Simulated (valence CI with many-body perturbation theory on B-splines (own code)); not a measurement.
## E1 transitions of V XI

Level of theory: valence CI with perturbative core correlation (CI+MBPT): three valence electrons over a frozen Dirac-Fock core [Ne], radial functions for each j: 11 s, 11 p, 10 d, 8 f, 5 g, 2 h, with the one-electron correlation potential Σ1, the two-electron term Σ2, the three-electron term Σ3, Breit, model QED; selected CI, second order for the rest, scaled by the run's own slope (own B-spline code, finite nucleus).

No measured levels were compared; by estimate levels of excited configurations hold to 0.05 to 0.15 % of their energy, terms of the ground configuration to about 0.5 %.

Lines 51 to 100 of 585 in falling wavelength, among levels below 1290300 cm⁻¹, chosen from the strongest by gf and those to the six lowest levels. Wavelengths and rates use the calculated energies, so an error of 200 cm⁻¹ moves a line at 498.1 Å by 0.1 % and its rate by three times that or more. Electric multipoles are in the length gauge, E1 and E2 with the static RPA response of the core. Weak lines are less certain than strong ones. Lines between different terms over intervals too small for the method are left out, as are lines whose strength nearly cancels. Where a level lies close to another of its J and parity, the split of strength between their lines is uncertain. The highest levels of a list are the least certain.

Names give the largest LS component (configuration and term), which can be under half, so a name can repeat, a term be missing and a line seem to break the LS rules; names also repeat where a configuration has a term twice. Letters in brackets count levels of one name in rising energy.

```
λ vac (Å)               Upper               Lower   A (s⁻¹)  S (a.u.)
    498.1   3p3d² ²P°_3/2 [b]        3s3d² ²S_1/2  1.66e+09  4.06e-01
    496.6      3p3d² ²H°_11/2        3s3d² ²G_9/2  4.84e+09  3.51e+00
    494.3    3p²3d ²F_5/2 [b]  3s3p3d ²D°_3/2 [b]  1.42e+09  5.09e-01
    491.9        3p²3d ²G_9/2  3s3p3d ²F°_7/2 [a]  2.81e+09  1.65e+00
    491.2    3p²3d ²F_7/2 [b]  3s3p3d ²D°_5/2 [b]  1.80e+09  8.40e-01
    489.8   3p3d² ⁴D°_1/2 [a]        3s3d² ⁴P_1/2  2.15e+09  2.50e-01
    486.4   3p3d² ⁴D°_3/2 [a]        3s3d² ⁴P_3/2  1.61e+09  3.65e-01
    482.3   3p3d² ⁴D°_5/2 [a]        3s3d² ⁴P_5/2  9.96e+08  3.31e-01
    481.7   3p3d² ⁴D°_5/2 [a]        3s3d² ⁴P_3/2  1.43e+09  4.74e-01
    478.6   3p3d² ⁴D°_7/2 [a]        3s3d² ⁴P_5/2  1.98e+09  8.57e-01
    477.7        3p²3d ²G_7/2  3s3p3d ²F°_5/2 [a]  2.96e+09  1.27e+00
    471.3    3p²3d ²P_3/2 [a]  3s3p3d ²D°_5/2 [a]  1.60e+09  3.31e-01
    468.7   3p3d² ²D°_5/2 [b]        3s3d² ²F_7/2  9.80e+08  2.99e-01
    462.8        3p²3d ⁴F_3/2      3s3p3d ⁴D°_1/2  1.59e+09  3.11e-01
    462.6  3s3p3d ²F°_5/2 [a]        3s²3d ²D_3/2  1.05e+09  3.09e-01
    462.5   3p3d² ²P°_3/2 [a]        3s3d² ²D_5/2  2.51e+09  4.89e-01
    461.8        3p²3d ⁴F_7/2      3s3p3d ⁴D°_5/2  1.26e+09  4.91e-01
    455.4        3p²3d ⁴F_5/2      3s3p3d ⁴P°_3/2  1.34e+09  3.74e-01
    454.5         3p³ ²D°_3/2        3s3p² ²D_3/2  1.64e+09  3.03e-01
    454.0        3p²3d ⁴F_9/2      3s3p3d ⁴D°_7/2  2.51e+09  1.16e+00
    453.3         3p³ ²D°_5/2        3s3p² ²D_5/2  2.04e+09  5.62e-01
    452.9       3p3d² ⁴P°_3/2        3s3d² ⁴P_5/2  2.28e+09  4.18e-01
    452.2       3p3d² ⁴P°_1/2        3s3d² ⁴P_3/2  3.34e+09  3.05e-01
    452.0       3p3d² ⁴P°_3/2        3s3d² ⁴P_1/2  2.08e+09  3.79e-01
    451.7         3p³ ²D°_5/2        3s3p² ²D_3/2  1.85e+08  5.04e-02
    449.1    3p²3d ²F_5/2 [b]  3s3p3d ²F°_5/2 [b]  1.90e+09  5.09e-01
    448.3  3s3p3d ²F°_7/2 [a]        3s²3d ²D_5/2  1.43e+09  5.08e-01
    447.8        3s3p² ²D_3/2       3s²3p ²P°_3/2  9.95e+07  1.76e-02
    446.2       3p3d² ⁴P°_5/2        3s3d² ⁴P_5/2  3.06e+09  8.06e-01
    446.2        3s3p² ²D_5/2       3s²3p ²P°_3/2  1.34e+09  3.52e-01
    445.8        3p²3d ⁴F_7/2      3s3p3d ⁴P°_5/2  1.09e+09  3.80e-01
    445.7       3p3d² ⁴P°_5/2        3s3d² ⁴P_3/2  1.78e+09  4.67e-01
    440.9    3p²3d ²F_7/2 [b]  3s3p3d ²F°_7/2 [b]  2.32e+09  7.85e-01
    439.9   3p3d² ²F°_7/2 [c]        3s3d² ²F_7/2  1.72e+09  5.77e-01
    438.9   3p3d² ²F°_7/2 [c]        3s3d² ²F_5/2  2.00e+09  6.68e-01
    433.3         3p³ ⁴S°_3/2        3s3p² ²D_3/2  1.64e+07  2.63e-03
    433.1   3p3d² ²F°_5/2 [c]        3s3d² ²F_5/2  2.51e+09  6.03e-01
    431.8        3p²3d ⁴D_3/2      3s3p3d ⁴D°_3/2  1.91e+09  3.04e-01
    431.6        3p²3d ⁴D_5/2      3s3p3d ⁴D°_5/2  1.59e+09  3.79e-01
    431.0        3p²3d ⁴D_5/2      3s3p3d ⁴D°_3/2  9.56e+08  2.27e-01
    429.2        3s3p² ²D_3/2       3s²3p ²P°_1/2  1.45e+09  2.26e-01
    428.3   3p3d² ²G°_9/2 [b]        3s3d² ²F_7/2  1.12e+10  4.33e+00
    427.4   3p3d² ²F°_7/2 [a]    3p²3d ²F_7/2 [b]  1.02e+09  3.15e-01
    426.4   3p3d² ⁴D°_5/2 [a]        3s3d² ⁴F_7/2  1.68e+09  3.85e-01
    426.3        3p²3d ⁴D_7/2      3s3p3d ⁴D°_5/2  7.29e+08  2.23e-01
    425.9        3p²3d ⁴D_7/2      3s3p3d ⁴D°_7/2  1.04e+09  3.18e-01
    425.1   3p3d² ²G°_7/2 [b]        3s3d² ²F_7/2  1.50e+09  4.54e-01
    424.6   3p3d² ⁴D°_7/2 [a]        3s3d² ⁴F_9/2  2.46e+09  7.45e-01
    424.4   3p3d² ²F°_5/2 [b]        3s3d² ²D_3/2  4.27e+09  9.67e-01
    424.2   3p3d² ²G°_7/2 [b]        3s3d² ²F_5/2  9.19e+09  2.77e+00
```
